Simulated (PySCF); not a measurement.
**Computed properties of BiF₂, SMILES [F][Bi+][F]**

BiF₂, SMILES [F][Bi+][F] (connectivity only; charge and spin as stated), charge +1, multiplicity 1. The structure is a stationary point at r2SCAN-D4/def2-TZVP. The multiplicity is an assumed one; other spin states were not compared. The isomer is the one that the SMILES or the coordinates give; other isomers of the formula were not compared. The def2 effective core potentials stand for the cores of Bi; spin–orbit coupling is left out. Other conformers were not sampled. All values are computed for the isolated molecule unless a solvent is named; none is compared with measurement here.

**Structure.** The optimised structure has C2v symmetry. All 3 harmonic modes at r2SCAN-D4/def2-TZVP (PySCF) are real, so it is a minimum. With heavy atoms numbered as in [Bi+:1]([F:2])[F:3], the shortest bond between them is Bi1–F2 at 1.942 Å and the longest Bi1–F3 at 1.942 Å.

**Vibrations.** The strongest infrared lines (harmonic, unscaled, degenerate partners summed) lie at 654 cm⁻¹ (78 km/mol, F 91 %, Bi 9 %), 667 cm⁻¹ (45 km/mol, F 92 %, Bi 8 %), 193 cm⁻¹ (7 km/mol, F 93 %). The softest mode is at 193 cm⁻¹ and the zero-point energy is 2.2 kcal/mol.

**Electronic structure.** M06-2X/def2-TZVPD (PySCF) places the frontier levels at -18.75 and -9.78 eV, a gap of 8.97 eV and a mean polarisability of 28.4 bohr³.

**Excitations.** TDDFT-PBE0/def2-SVPD (PySCF) has S1 at 4.89 eV (254 nm, f = 0.018, weak); the most intense of the 10 singlets computed lies at 4.89 eV (f = 0.02). T1 (TDA) is at 4.25 eV. No vertical singlet excitation falls in the visible range (under 3.1 eV).
